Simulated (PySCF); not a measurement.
Ir (iridium, neutral): UHF calculation

Configuration: [Xe] 4f14 5d7 6s1 6p1, one real determinant (an excited configuration). All numbers are calculated (PySCF 2.14, scalar relativity through the core potential, in def2-TZVPPD with the def2 core potential (60 electrons) (6s5p3d2f1g, 59 functions)).

- Total energy: -103.358887 hartree
- One-electron energy: -178.5223 hartree
- Hartree (Coulomb) energy: 84.8693 hartree
- Exchange energy: -9.7059 hartree
- ⟨S²⟩: 8.7546
- ⟨L²⟩: 13.953
- Sum of ⟨r⟩: 28.04 bohr
- Sum of ⟨r²⟩: 65.01 bohr²
- Traceless quadrupole moment −½Σ⟨3z² − r²⟩ along its main axis: -8.52 e·bohr²

```
shell  electrons  mean orbital energy (hartree)  spread (hartree)  rms radius, mean of both spins (bohr)
 5s α          1                       -4.41510                 0                                   1.06
 5s β          1                       -4.24940                 0                                   1.06
 5p α          3                       -2.62262           0.01140                                   1.23
 5p β          3                       -2.39966           0.01976                                   1.23
 5d α          5                       -0.58201           0.04330                                   1.82
 5d β          2                       -0.47870           0.00773                                   1.82
 6s α          1                       -0.41804                 0                                   3.14
 6p α          1                       -0.17862                 0                                   4.55
```

⟨L²⟩ = 13.95 against 20 for a pure G term, so this real determinant mixes terms. Energies and moments cover only the electrons outside the core potential. Spin-orbit coupling, absent here, splits the open shell strongly.
